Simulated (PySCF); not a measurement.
This PySCF input asks for the NMR shieldings of SMILES C=C/C(=C\C)S(=O)(=O)CC, C7H12O2S; the geometry comes from GFN2-xTB.

```python
import basis_set_exchange as bse
import numpy as np
from pyscf import gto, dft
from pyscf.prop import nmr

atoms = """
C    -1.703560   -1.645665   -0.892754
C    -1.489810   -0.356971   -0.653282
C    -0.637308    0.157564    0.396281
C    -0.653085    1.372486    0.939896
C    -1.596436    2.486233    0.649367
S     0.645176   -0.955902    1.035173
O     1.456772   -0.215070    1.966224
O     0.056426   -2.179973    1.515865
C     1.682850   -1.348550   -0.418539
C     2.328158   -0.073829   -0.907662
H    -2.348585   -1.963730   -1.694281
H    -1.271115   -2.412040   -0.273742
H    -1.975213    0.391583   -1.269492
H     0.085889    1.567058    1.706315
H    -2.244368    2.270500   -0.194781
H    -2.218075    2.666150    1.526131
H    -1.038742    3.401195    0.454041
H     1.034098   -1.809129   -1.157480
H     2.412748   -2.071110   -0.063318
H     1.576261    0.605699   -1.303833
H     3.058149   -0.279665   -1.687699
H     2.829362    0.412552   -0.074065
"""
names = dict.fromkeys(["C", "S", "O", "H"], "pcSseg-1")
basis = {el: gto.basis.parse(bse.get_basis(n, elements=[el], fmt="nwchem")) for el, n in names.items()}
mol = gto.M(atom=atoms, basis=basis, charge=0, verbose=0)
mf = dft.RKS(mol, xc="PBE0")
mf.grids.level = 2
mf.grids.alignment = dft.numint.BLKSIZE   # the property module wants whole blocks of grid points
mf.conv_tol = 1e-9
mf.kernel()

calc = nmr.RKS(mf)   # GIAO
C = mf.mo_coeff
Co = C[:, mf.mo_occ > 0]
resp = mf.gen_response(singlet=True, hermi=2)
def vind(x):   # induced exchange potential for any number of trial vectors
    d = np.einsum("pi,xij,qj->xpq", C, 2 * x.reshape(-1, C.shape[1], Co.shape[1]), Co, optimize=True)
    return np.einsum("xpq,pi,qj->xij", resp(d - d.transpose(0, 2, 1)), C, Co, optimize=True).ravel()
mo1, _ = nmr.rhf.solve_mo1(calc, with_cphf=vind)
sigma = calc.kernel(mo1)
for i, s in enumerate(sigma):   # ppm
    w = np.linalg.eigvalsh((s + s.T) / 2)
    print("%2d %-2s iso %8.1f  s11 %8.1f  s22 %8.1f  s33 %8.1f" % (i, mol.atom_pure_symbol(i), w.mean(), *w))
```

Task: Give the expected output.

Result: 
```
 0 C  iso     56.2  s11    -55.3  s22     51.4  s33    172.6
 1 C  iso     55.2  s11    -63.9  s22     63.9  s33    165.4
 2 C  iso     43.3  s11    -43.9  s22     56.7  s33    117.0
 3 C  iso     40.6  s11    -64.3  s22     16.8  s33    169.1
 4 C  iso    170.5  s11    150.8  s22    177.0  s33    183.8
 5 S  iso    195.2  s11     47.7  s22    199.6  s33    338.4
 6 O  iso    152.8  s11     88.4  s22    144.5  s33    225.5
 7 O  iso    124.3  s11     84.5  s22     96.7  s33    191.9
 8 C  iso    134.2  s11    103.1  s22    124.7  s33    175.0
 9 C  iso    176.8  s11    166.3  s22    177.3  s33    186.8
10 H  iso     25.9  s11     23.4  s22     25.4  s33     28.8
11 H  iso     24.6  s11     21.2  s22     22.9  s33     29.6
12 H  iso     24.9  s11     22.1  s22     23.8  s33     28.7
13 H  iso     24.7  s11     21.3  s22     21.6  s33     31.3
14 H  iso     29.5  s11     24.4  s22     30.1  s33     33.9
15 H  iso     29.6  s11     25.4  s22     26.9  s33     36.6
16 H  iso     29.7  s11     25.5  s22     27.6  s33     36.1
17 H  iso     28.5  s11     24.9  s22     28.7  s33     31.8
18 H  iso     29.1  s11     25.3  s22     28.3  s33     33.8
19 H  iso     31.2  s11     26.3  s22     31.4  s33     35.8
20 H  iso     30.7  s11     25.9  s22     27.3  s33     38.9
21 H  iso     30.3  s11     25.6  s22     30.0  s33     35.4
```

These numbers come from an equivalent density-fitted implementation of the same equations, which agrees with the script to about 0.01 ppm for H and up to a few tenths of a ppm for heavy atoms, so last digits may differ.

Task: Turn these shieldings into chemical shifts. Shifts are taken against calculated references (same method and geometry level): $^{13}$C (σref 186.93), $^{1}$H (σref 31.72) against TMS; $^{33}$S (σref 503.73) vs CS2; H2O for $^{17}$O (σref 336.08).

Result: Averaging equivalent atoms: C 3: 146.4; C 2: 143.6; C 1: 131.8; C 0: 130.7; C 8: 52.7; C 4: 16.4; C 9: 10.1; S 5: 308; O 6/7: 197.5; H 11: 7.12; H 13: 6.98; H 12: 6.84; H 10: 5.85; H 17/18: 2.91; H 14/15/16: 2.11; H 19/20/21: 0.98 ppm. Experimental scales use liquid or dissolved standards, which lie at an offset from isolated H2O (liquid H2O: subtract about 36 ppm).

Size and cost of the density-fitted run: 237 basis functions, 99 s wall time on 1 thread of an Arm Neoverse N1, shared host.
